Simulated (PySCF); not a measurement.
# Telling isomers of C$_{7}$H$_{8}$O apart by NMR

Non-relativistic, one computed conformer, one averaged value for each set of equivalent atoms, no solvent. PBE0-D3(BJ)/def2-SVP geometry; GIAO PBE0/pcSseg-1 shieldings; J couplings at B3LYP/pcJ-1 (spin–dipole term left out of most H,H and C,H couplings); PySCF 2.14.0 with density-fitted response routines.

δ = σ(ref) − σ, references computed at the same level: ¹H (σref 31.27), ¹³C (σref 184.41) against TMS. Multiplet labels drop J under 1 Hz and among equivalent protons, and merge close values. Unscaled 3J(H,H) run several per cent high. Shifts are as computed. Against solution values, carbons near 30 ppm lie about +2 ppm off and those near 130 ppm about +5 ppm. Of 1313 compounds with measured shifts, 239 miss one by over three times the rms of a fit or turn the order of signals round; such compounds aren't used in these exercises. OH and NH positions are gas-phase values without hydrogen bonding to other molecules.

(1) Tabulate the signals of `Cc1ccc(O)cc1`, `c1cc(C2CC2)co1` and their relative energies.

(2) What is the quickest way to tell Cc1ccc(O)cc1 from c1cc(C2CC2)co1?

## Answers

(1) 
```json
{"SMILES": "Cc1ccc(O)cc1", "carbon types": "2×C 4×CH 1×CH3", "δC": "160.0, 135.8, 132.8, 117.9, 22.2", "δH": "7.14 (d, 2H), 6.67 (d, 2H), 3.63 (br s, 1H), 2.28 (s, 3H)", "E rel. (kcal/mol)": "0.0"}
{"SMILES": "c1cc(C2CC2)co1", "carbon types": "1×C 4×CH 2×CH2", "δC": "146.9, 142.7, 134.4, 110.4, 11.1, 8.6", "δH": "7.42 (d, 1H), 7.27 (dd, 1H), 5.95 (d, 1H), 1.52 (tt, 1H), 0.90 (m, 2H), 0.54 (m, 2H)", "E rel. (kcal/mol)": "36.4"}
```

Energies are electronic energies at PBE0/pcSseg-1 on these geometries, without zero-point or thermal terms, each for the one conformer computed, which needn't be the lowest.

(2) Count the carbon signals: 5 against 6. The first has a methyl carbon on an aromatic ring (CH3) at 22.2 ppm, the second a three-membered-ring carbon (CH2) at 11.1 ppm. Their most deshielded carbons lie at 160.0 and 146.9 ppm.
